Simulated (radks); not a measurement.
Species: Pm+. Configuration: [Xe] 4f4.5 5d0.5 6s1 (fractional occupations, a model configuration).

Calculated with a radial shooting solver on a logarithmic mesh with Libxc functionals: scalar-relativistic Kohn-Sham, PBE, spin-polarised, spherical densities, finite nucleus; open shells are filled with parallel spins first (spin-orbit coupling, left out, can overturn this in heavy ions); Fermi nuclear charge, rms radius 4.962 fm.

Energy parts (Ry):
part                       energy
total                 -20039.7497
kinetic                21372.0867
electron-nucleus      -48687.6412
Hartree                 7732.8035
exchange-correlation    -456.9987

Orbitals (lengths in bohr, moments of r in powers of bohr; r(90%) holds 90 % of the orbital's charge):
orbital  occ.  eigenvalue (Ry)  r(90%)
1s up       1        -3309.363  0.0419
1s down     1        -3309.363  0.0419
2s up       1        -538.6062   0.153
2s down     1        -538.6036   0.153
2p up       3        -481.0861   0.142
2p down     3        -481.0842   0.142
3s up       1        -118.0186   0.382
3s down     1        -117.9179   0.382
3p up       3        -99.95361   0.387
3p down     3        -99.85343   0.387
3d up       5        -75.17436   0.369
3d down     5        -75.09664   0.368
4s up       1        -24.09773   0.851
4s down     1        -23.83588   0.851
4p up       3        -18.16590   0.912
4p down     3        -17.90328   0.912
4d up       5         -9.78394    1.03
4d down     5         -9.52050    1.03
5s up       1         -3.70523    2.05
5s down     1         -3.53575    2.07
5p up       3         -2.25935    2.44
5p down     3         -2.11962    2.46
4f up     4.5         -0.87033    1.71
6s up       1         -0.66498    5.53
4f down     0         -0.63340    1.81
5d up     0.5         -0.61643    4.24
5d down     0         -0.51407    4.23

The highest occupied level is 5d up at -8.387 eV. The configuration is held as typed, so some empty levels lie below it. The spin density at the nucleus is 26.96 e/bohr^3 (1s 0.11, 2s -0.39, 3s -7.71, 4s 0.04, 5s 7.45, 6s 27.46). The density falls to 0.001 e/bohr^3 at r = 4.61 bohr.
